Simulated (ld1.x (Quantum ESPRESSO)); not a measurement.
An all-electron radial function and its pseudo partner (Si (Z = 14))

Columns: radius, all-electron u(r) and pseudo u(r) of the 3s shell (level -11.10 eV) of silicon in the configuration [Ne] 3s1.5 3p2.5; PBEsol, non-relativistic, TM scheme, ld1.x (Quantum ESPRESSO) 7.5.

```tsv
r (bohr)	all-electron	pseudo
0.110	0.1028	0.0303
0.220	-0.1745	0.0619
0.330	-0.3255	0.0960
0.440	-0.3258	0.1340
0.550	-0.2300	0.1771
0.660	-0.0878	0.2265
0.770	0.0678	0.2830
0.880	0.2171	0.3464
0.990	0.3502	0.4154
1.100	0.4626	0.4871
1.210	0.5535	0.5571
1.320	0.6242	0.6202
1.430	0.6762	0.6718
1.540	0.7113	0.7088
1.650	0.7315	0.7308
1.760	0.7393	0.7392
1.870	0.7366	0.7366
1.980	0.7256	0.7256
2.090	0.7079	0.7079
2.200	0.6851	0.6851
2.310	0.6586	0.6586
2.420	0.6293	0.6293
2.530	0.5984	0.5984
2.640	0.5664	0.5664
2.750	0.5341	0.5341
2.860	0.5020	0.5020
```

Task: How many radial nodes do the two functions have?

Result: The all-electron 3s function has n − l − 1 = 2; the pseudo-wave has 0, since the states of the same l below it are removed with the core.

Task: At about which radius was the pseudo-wave matched?

Result: 1.95 bohr. The columns agree to 0.0005 from 1.76 bohr on; several derivatives are matched, so the curves merge somewhat inside the radius.

Task: Is the pseudo-wave norm-conserving?

Result: Yes: the TM scheme keeps the norm inside the radius equal to the all-electron one, which fixes the energy derivative of the logarithmic derivative at the level.
